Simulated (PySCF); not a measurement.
Work out the structure from these simulated measurements.

Formula: C6H10O2Si.

| Item | Value |
| --- | --- |
| 1H NMR | chemical shifts (computed TMS as zero) by class: 10.19 (1 H), 4.86 (2 H), 2.23 (2 H), 1.99 (1 H), 1.97 (2 H), 0.88 (2 H) ppm [GIAO PBE0/pcSseg-1] |
| Dipole | 3.21 D [PBE0/pcSseg-1] |
| 13C NMR | chemical shifts (computed TMS as zero) by class: 204.3 (1 C), 53.1 (1 C), 38.9 (1 C), 36.0 (2 C), 4.1 (1 C) ppm [GIAO PBE0/pcSseg-1] |
| Rotational structure | rotational constants A, B, C: 3.508, 0.648, 0.629 GHz [GFN2-xTB] |
| NMR, other nuclei | isotropic shieldings of nuclei other than C and H, by class: -365 (1 O), 332 (1 O), 367 (1 Si) ppm [GIAO PBE0/pcSseg-1] |

Gas-phase values; electronic properties from PySCF, density fitting. Levels stand in brackets. Isolated species at its GFN2-xTB geometry (one conformer only). NMR values are class means; diastereotopic atoms form classes of their own.

**Question.** Propose a structure and show how it fits.

**Answer.** Numbering: `[O:1]=[CH:2][CH2:3][SiH2:4][O:5][C@:6]12[CH2:7][C@H:8]1[CH2:9]2`. Its formula, C6H10O2Si, gives 3 degrees of unsaturation: 2 rings and 1 π bond in the structure found. 6 carbons fall into 5 classes; from least to most shielded: aldehyde carbon [C2] (204.3 ppm), ring sp3 carbon bound to oxygen [C6] (53.1 ppm), chain sp3 carbon bound to silicon [C3] (38.9 ppm), three-membered-ring carbon [C7/C9] (36.0 ppm, 2 C, up to 3.4 ppm apart in this geometry), sp3 carbon at a ring junction [C8] (4.1 ppm). Hydrogen classes from least to most shielded: 1 H on an aldehyde carbon, C2 (10.19 ppm), 2 H on an oxygen-bound silicon, Si4 (4.86 ppm), 2 H on an sp3 carbon bound to silicon, C3 (2.23 ppm, a mean of values up to 1.1 ppm apart in this geometry), 1 H on an sp3 carbon at a ring junction, C8 (1.99 ppm), 2 H on 2 three-membered-ring carbons, C7/C9 (1.97 ppm), 2 H on 2 three-membered-ring carbons, C7/C9 (0.88 ppm). The other shieldings belong to: -365 ppm, aldehyde oxygen [O1]; 332 ppm, silyl ether oxygen [O5]; 367 ppm, oxygen-bound silicon [Si4]. The optimised geometry has point group C1 and is an asymmetric top. Structure: `O=CC[SiH2]O[C@]12C[C@H]1C2`. Computed isomers that give other values at the same levels: `C=C[C@@]1(C(=O)O)[SiH2][C@H]1C` (13C chemical shifts (computed TMS as zero) by class: 181.4 (1 C), 136.8 (1 C), 134.1 (1 C), 35.0 (1 C), 26.7 (1 C), 15.7 (1 C) ppm); `C/C=C1\COCC(=O)[SiH2]1` (13C chemical shifts (computed TMS as zero) by class: 253.4 (1 C), 147.6 (1 C), 141.4 (1 C), 87.5 (1 C), 76.5 (1 C), 19.4 (1 C) ppm); `C[SiH](C)/C=C/C(=O)C=O` (13C chemical shifts (computed TMS as zero) by class: 199.2 (1 C), 186.3 (1 C), 168.1 (1 C), 139.1 (1 C), -2.7 (2 C) ppm). The assignments are read from this structure; whether some other isomer fits the data as well wasn't checked.

Shape of the structure used: `[O:1]=[CH:2][CH2:3][SiH2:4][O:5][C@:6]12[CH2:7][C@H:8]1[CH2:9]2`: O1–C2–C3–Si4 -92°, C2–C3–Si4–O5 -65°, C3–Si4–O5–C6 -177°, Si4–O5–C6–C7 114°.
